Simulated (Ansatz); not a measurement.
A short molecular-dynamics run on closo-2-SB4 (no H on S) (B4H4S).

```yaml
crystal:
  periodic: [false, false, false]
  atoms:
    - {symbol: S, position_ang: [0.176573, 0.922438, 1.125592]}
    - {symbol: B, position_ang: [0.649656, -0.692120, -0.015014]}
    - {symbol: B, position_ang: [0.841405, 0.824228, -0.682621]}
    - {symbol: B, position_ang: [-0.818426, -0.703736, 0.829773]}
    - {symbol: B, position_ang: [-0.738580, 0.227942, -0.551244]}
    - {symbol: H, position_ang: [1.480513, -1.555909, 0.111705]}
    - {symbol: H, position_ang: [1.545917, 1.620247, -1.238159]}
    - {symbol: H, position_ang: [-1.484549, -1.299365, 1.629857]}
    - {symbol: H, position_ang: [-1.652510, 0.656285, -1.209878]}
basis:
  gaussian: {orbitals: "6-31G*"}
hamiltonian: {xc: {name: r2SCAN}}
md: {timestep: 1 fs, n_steps: 15, ensemble: nvt_langevin, temperature: 500, initial_velocities: maxwell_boltzmann, friction: 0.01, seed: 236}
scf: {omitted_lower_state_checks: [starts]}
```

```sh
$ ansatz run in.yaml --threads 4 --pin off --events-out ev --progress --plain --max-ram 3916MiB
```

```csv
step,time (fs),potential energy (eV),kinetic (eV),T (K)
0,0.0,-13601.7131,0.5170,444
1,1.0,-13601.6723,0.4787,411
2,2.0,-13601.6065,0.4178,359
3,3.0,-13601.5506,0.3874,333
4,4.0,-13601.5336,0.3656,314
5,5.0,-13601.5525,0.4076,350
6,6.0,-13601.5486,0.4228,363
7,7.0,-13601.4662,0.3698,318
8,8.0,-13601.3428,0.2811,242
9,9.0,-13601.2759,0.2218,191
10,10.0,-13601.3065,0.2409,207
11,11.0,-13601.3690,0.3121,268
12,12.0,-13601.3868,0.3120,268
13,13.0,-13601.3573,0.2473,213
14,14.0,-13601.3261,0.2428,209
15,15.0,-13601.3350,0.2396,206
```

Velocities are drawn at the set temperature; a run this short doesn't reach equilibrium. Under Langevin dynamics the printed temperature counts 3N degrees of freedom, so it starts below the set value.

The 6-31G sets use Cartesian d functions.

Frames (Å, forces in eV/Å):

```xyz
9
time=0.0 fs
S     0.177    0.922    1.126   -0.023   -0.120   -0.147
B     0.650   -0.692   -0.015    0.123   -0.027    0.044
B     0.841    0.824   -0.683    0.049    0.007   -0.025
B    -0.818   -0.704    0.830   -0.051   -0.018    0.011
B    -0.739    0.228   -0.551   -0.116    0.066    0.004
H     1.481   -1.556    0.112   -0.274    0.286   -0.037
H     1.546    1.620   -1.238   -0.259   -0.278    0.209
H    -1.485   -1.299    1.630    0.248    0.221   -0.280
H    -1.653    0.656   -1.210    0.302   -0.137    0.220
9
time=1.0 fs
S     0.175    0.924    1.121    0.093   -0.076    0.001
B     0.650   -0.699   -0.013    0.237   -0.144    0.092
B     0.831    0.824   -0.685    0.396    0.115   -0.113
B    -0.813   -0.701    0.837   -0.422   -0.540    0.422
B    -0.735    0.233   -0.545    0.128   -0.196    0.176
H     1.511   -1.556    0.101   -0.517    0.512   -0.064
H     1.569    1.600   -1.240   -0.415   -0.346    0.284
H    -1.490   -1.337    1.647    0.622    0.677   -0.740
H    -1.620    0.675   -1.195   -0.123   -0.002   -0.058
9
time=2.0 fs
S     0.173    0.925    1.116    0.212   -0.021    0.166
B     0.652   -0.706   -0.011    0.259   -0.180    0.132
B     0.822    0.824   -0.686    0.698    0.174   -0.174
B    -0.809   -0.698    0.845   -0.592   -0.886    0.566
B    -0.731    0.237   -0.538    0.421   -0.510    0.402
H     1.538   -1.552    0.091   -0.678    0.642   -0.071
H     1.592    1.579   -1.239   -0.536   -0.368    0.327
H    -1.493   -1.367    1.656    0.814    0.971   -0.965
H    -1.587    0.693   -1.178   -0.599    0.178   -0.384
9
time=3.0 fs
S     0.171    0.926    1.112    0.333    0.028    0.329
B     0.654   -0.714   -0.009    0.168   -0.108    0.169
B     0.814    0.823   -0.688    0.950    0.183   -0.179
B    -0.804   -0.696    0.854   -0.574   -1.040    0.489
B    -0.725    0.241   -0.532    0.670   -0.842    0.620
H     1.560   -1.542    0.080   -0.735    0.663   -0.065
H     1.611    1.557   -1.232   -0.596   -0.333    0.315
H    -1.488   -1.384    1.657    0.827    1.083   -0.982
H    -1.556    0.711   -1.162   -1.045    0.365   -0.697
9
time=4.0 fs
S     0.170    0.927    1.108    0.457    0.070    0.494
B     0.656   -0.721   -0.007   -0.033    0.071    0.193
B     0.807    0.823   -0.690    1.111    0.113   -0.115
B    -0.800   -0.695    0.863   -0.373   -1.006    0.218
B    -0.719    0.246   -0.526    0.621   -1.045    0.635
H     1.577   -1.528    0.071   -0.681    0.587   -0.051
H     1.626    1.533   -1.220   -0.554   -0.213    0.231
H    -1.471   -1.391    1.649    0.659    1.016   -0.803
H    -1.535    0.734   -1.152   -1.206    0.408   -0.802
9
time=5.0 fs
S     0.168    0.928    1.104    0.582    0.105    0.654
B     0.660   -0.729   -0.005   -0.428    0.413    0.200
B     0.801    0.823   -0.692    1.105   -0.059    0.027
B    -0.795   -0.695    0.872   -0.027   -0.799   -0.220
B    -0.713    0.249   -0.519    0.173   -0.999    0.341
H     1.585   -1.506    0.062   -0.428    0.347   -0.025
H     1.632    1.507   -1.206   -0.366    0.011    0.067
H    -1.447   -1.390    1.634    0.339    0.778   -0.446
H    -1.529    0.763   -1.147   -0.950    0.204   -0.599
9
time=6.0 fs
S     0.168    0.930    1.100    0.701    0.134    0.798
B     0.663   -0.737   -0.002   -0.958    0.864    0.200
B     0.795    0.823   -0.694    0.910   -0.338    0.243
B    -0.789   -0.696    0.882    0.476   -0.381   -0.845
B    -0.707    0.249   -0.512   -0.511   -0.744   -0.151
H     1.587   -1.480    0.055   -0.003   -0.010    0.001
H     1.632    1.479   -1.193   -0.039    0.323   -0.163
H    -1.418   -1.381    1.614   -0.152    0.335    0.113
H    -1.534    0.796   -1.150   -0.424   -0.182   -0.197
9
time=7.0 fs
S     0.167    0.932    1.096    0.812    0.166    0.930
B     0.665   -0.745    0.001   -1.487    1.298    0.203
B     0.791    0.824   -0.697    0.640   -0.630    0.462
B    -0.782   -0.698    0.891    1.072    0.182   -1.585
B    -0.702    0.249   -0.506   -1.174   -0.446   -0.633
H     1.587   -1.456    0.051    0.454   -0.361    0.018
H     1.631    1.452   -1.183    0.317    0.627   -0.392
H    -1.387   -1.370    1.597   -0.749   -0.245    0.788
H    -1.547    0.827   -1.154    0.114   -0.593    0.209
9
time=8.0 fs
S     0.167    0.934    1.092    0.908    0.205    1.043
B     0.666   -0.752    0.004   -1.919    1.635    0.214
B     0.787    0.823   -0.700    0.508   -0.769    0.579
B    -0.773   -0.700    0.901    1.540    0.643   -2.180
B    -0.698    0.247   -0.501   -1.654   -0.229   -0.975
H     1.590   -1.433    0.047    0.850   -0.640    0.022
H     1.633    1.434   -1.174    0.526    0.791   -0.527
H    -1.360   -1.361    1.589   -1.242   -0.738    1.343
H    -1.559    0.852   -1.155    0.482   -0.899    0.481
9
time=9.0 fs
S     0.168    0.935    1.089    0.982    0.254    1.131
B     0.666   -0.759    0.006   -2.064    1.741    0.234
B     0.782    0.822   -0.702    0.701   -0.635    0.499
B    -0.763   -0.701    0.909    1.622    0.717   -2.322
B    -0.695    0.246   -0.495   -1.973   -0.106   -1.196
H     1.600   -1.415    0.045    1.019   -0.736    0.009
H     1.642    1.426   -1.169    0.429    0.716   -0.487
H    -1.345   -1.357    1.594   -1.398   -0.873    1.505
H    -1.567    0.866   -1.154    0.682   -1.078    0.627
9
time=10.0 fs
S     0.169    0.937    1.086    1.038    0.315    1.186
B     0.665   -0.762    0.009   -1.786    1.559    0.250
B     0.779    0.819   -0.703    1.138   -0.304    0.273
B    -0.750   -0.701    0.913    1.179    0.256   -1.842
B    -0.692    0.245   -0.492   -2.139   -0.059   -1.313
H     1.620   -1.402    0.045    0.831   -0.586   -0.021
H     1.658    1.428   -1.169    0.079    0.461   -0.312
H    -1.340   -1.361    1.617   -1.082   -0.502    1.111
H    -1.572    0.867   -1.148    0.742   -1.139    0.667
9
time=11.0 fs
S     0.171    0.939    1.084    1.071    0.373    1.189
B     0.662   -0.764    0.011   -1.174    1.198    0.256
B     0.777    0.817   -0.704    1.642    0.095    0.007
B    -0.737   -0.700    0.917    0.442   -0.479   -1.016
B    -0.692    0.244   -0.491   -2.071   -0.093   -1.271
H     1.648   -1.394    0.046    0.354   -0.268   -0.060
H     1.678    1.437   -1.171   -0.383    0.122   -0.082
H    -1.345   -1.373    1.650   -0.509    0.128    0.403
H    -1.570    0.858   -1.137    0.628   -1.074    0.575
9
time=12.0 fs
S     0.173    0.941    1.083    1.083    0.415    1.150
B     0.659   -0.766    0.013   -0.442    0.808    0.247
B     0.777    0.814   -0.706    2.033    0.438   -0.198
B    -0.724   -0.699    0.920   -0.283   -1.149   -0.205
B    -0.692    0.242   -0.491   -1.782   -0.201   -1.102
H     1.679   -1.390    0.051   -0.214    0.076   -0.102
H     1.697    1.451   -1.174   -0.793   -0.193    0.115
H    -1.356   -1.386    1.685    0.042    0.703   -0.277
H    -1.563    0.841   -1.121    0.356   -0.898    0.372
9
time=13.0 fs
S     0.175    0.943    1.082    1.081    0.443    1.085
B     0.655   -0.767    0.015    0.252    0.478    0.223
B     0.780    0.811   -0.709    2.211    0.654   -0.288
B    -0.713   -0.698    0.923   -0.819   -1.569    0.379
B    -0.693    0.240   -0.491   -1.294   -0.377   -0.831
H     1.707   -1.388    0.058   -0.729    0.364   -0.145
H     1.712    1.464   -1.174   -1.055   -0.414    0.228
H    -1.364   -1.392    1.716    0.405    1.053   -0.731
H    -1.553    0.819   -1.104   -0.053   -0.632    0.080
9
time=14.0 fs
S     0.177    0.945    1.081    1.059    0.458    0.997
B     0.652   -0.768    0.017    0.796    0.263    0.179
B     0.784    0.808   -0.712    2.148    0.730   -0.267
B    -0.702   -0.698    0.925   -1.140   -1.727    0.712
B    -0.696    0.239   -0.493   -0.628   -0.618   -0.459
H     1.730   -1.384    0.066   -1.094    0.547   -0.184
H     1.718    1.476   -1.169   -1.135   -0.523    0.248
H    -1.364   -1.385    1.738    0.562    1.169   -0.947
H    -1.545    0.794   -1.087   -0.569   -0.299   -0.279
9
time=15.0 fs
S     0.180    0.946    1.081    1.027    0.463    0.892
B     0.648   -0.768    0.020    1.139    0.162    0.117
B     0.791    0.806   -0.714    1.787    0.627   -0.130
B    -0.692   -0.699    0.928   -1.296   -1.686    0.853
B    -0.698    0.237   -0.495    0.028   -0.802   -0.119
H     1.743   -1.374    0.072   -1.252    0.604   -0.208
H     1.712    1.482   -1.162   -0.978   -0.473    0.164
H    -1.360   -1.367    1.752    0.572    1.113   -0.980
H    -1.545    0.765   -1.071   -1.027   -0.010   -0.589
```

Hardware: 4 threads of Arm Neoverse V2 on a shared host. Wall time 20 s.
